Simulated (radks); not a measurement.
The numbers below are computed, except where a source is named.
Q: Species: V+. Configuration: [Ar] 3d3.5 4s0.5 (fractional occupations, a model configuration). Level of theory: non-relativistic Kohn-Sham, LDA (Slater exchange, Perdew-Wang correlation), spin-polarised, spherical densities, point nucleus; open shells are filled with parallel spins first (a radial shooting solver on a logarithmic mesh with Libxc functionals). Some entries of the table are withheld. Estimate them.

orbital  occ.  eigenvalue (eV)  <r^2> (bohr^2)  r(max) (bohr)
1s up       1        -5316.893        0.006053        0.04419
1s down     1        -5316.878        0.006053        0.04419
2s up       1        -598.2296          0.1150         0.2587
2s down     1        -597.0271          0.1147         0.2586
2p up       3        -506.1701         0.09363         0.2091
2p down     3        -505.2421         0.09330         0.2089
3s up       1         -74.8163           1.070            (1)
3s down     1         -71.7584           1.073            (2)
3p up       3         -49.9656           1.247         0.8487
3p down     3         -46.9456           1.255         0.8494
3d up     3.5         -11.9308           2.709         0.8958
4s up     0.5              (3)           10.62            (4)
3d down     0          -9.1203           3.086         0.9046
4s down     0              (5)           12.04            (6)

A: 
(1) 3s up r(max) (bohr): 0.8277
(2) 3s down r(max) (bohr): 0.8280
(3) 4s up eigenvalue (eV): -10.8120
(4) 4s up r(max) (bohr): 2.628
(5) 4s down eigenvalue (eV): -9.1049
(6) 4s down r(max) (bohr): 2.733
